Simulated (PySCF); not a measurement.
Compound: C5H11FSi.
InChI=1S/C5H11FSi/c1-2-5(3-6)4-7/h4H,2-3H2,1,7H3/b5-4+

Level of theory: TDDFT CAM-B3LYP/def2-SVPD, vertical, gas phase, core orbitals frozen in the response (PySCF). Geometry: GFN2-xTB, one conformer, isolated molecule. Torsions of this conformer, `[CH3:1][CH2:2]/[C:3](=[CH:4]\[SiH3:5])[CH2:6][F:7]`: C1–C2–C3–C4 -93°, C2–C3–C6–F7 -174°.

Predict the UV-vis stick spectrum at this level.

```tsv
state	E (eV)	λ (nm)	ν̃ (cm⁻¹)	f	main configurations (H = HOMO, L = LUMO)
S1	6.58	188.5	53040	0.390	H→L (96%)
S2	6.88	180.3	55480	0.0027	H-1→L (90%)
S3	7.11	174.4	57330	0.0058	H→L+1 (81%), H→L+3 (9%)
S4	7.65	162.2	61660	0.014	H→L+3 (47%), H→L+4 (22%), H→L+2 (14%)
S5	7.77	159.6	62670	0.0017	H→L+2 (69%), H→L+6 (9%)
S6	7.89	157.2	63630	0.0055	H→L+4 (42%), H→L+3 (24%), H→L+5 (18%)
S7	8.16	152.0	65800	0.0098	H→L+5 (65%), H→L+4 (14%)
S8	8.18	151.6	65980	0.010	H-2→L (63%)
```

Triplets, Tamm–Dancoff:

| state | E (eV) | λ (nm) | main configurations (H = HOMO, L = LUMO) |
| --- | --- | --- | --- |
| T1 | 4.14 | 299.7 | H→L (84%) |
| T2 | 6.39 | 194.0 | H-1→L (89%) |
| T3 | 6.97 | 178.0 | H→L+1 (73%), H→L+3 (11%) |

The lowest singlet comes at 189 nm (634 kJ/mol) in the vacuum ultraviolet; it is strong; its leading configuration is HOMO→LUMO (96%). The lowest level is also the most intense of those listed (f = 0.390). Löwdin shares by element: HOMO carbon 71% or more, silicon 6% (atoms not listed hold the other 22%); LUMO carbon 52% or more, silicon 17% (atoms not listed hold the other 31%). The listed states span 1.60 eV, and the widest gap between neighbours is 0.54 eV (S3 to S4). The oscillator strengths of these states sum to 0.440; summed over the whole spectrum of an exact calculation they would give the number of electrons, 64 (Thomas–Reiche–Kuhn). Weighted by f, the mean energy of these states is 6.71 eV. Only the lowest 8 singlets were computed, as vertical energies without vibronic structure.

The run took 1.8 min wall on one thread of an Arm Neoverse N1, shared host, and the process peaked at 1.0 GiB of memory.
